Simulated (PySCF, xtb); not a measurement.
Zr(OH)2 (H₂O₂Zr), SMILES [Zr]([OH])[OH] (connectivity only; charge and spin as stated), neutral, multiplicity 3. The values are those of a single conformer.

Harmonic wavenumbers (cm⁻¹) from GFN2-xTB (xtb) at its own minimum, in rising order: 116, 171, 260, 266, 269, 575, 665, 3640, 3647.

Task: What does PBE0-D3(BJ)/def2-TZVP run with PySCF give at its own minimum? (An estimate is asked for; the answer gives what the named calculation found.)

Result: 80, 359, 398, 412, 432, 678, 680, 3994, 3996. Paired by order, the mean absolute difference is 166 cm⁻¹ and the zero-point energies are 13.7 and 15.8 kcal/mol.
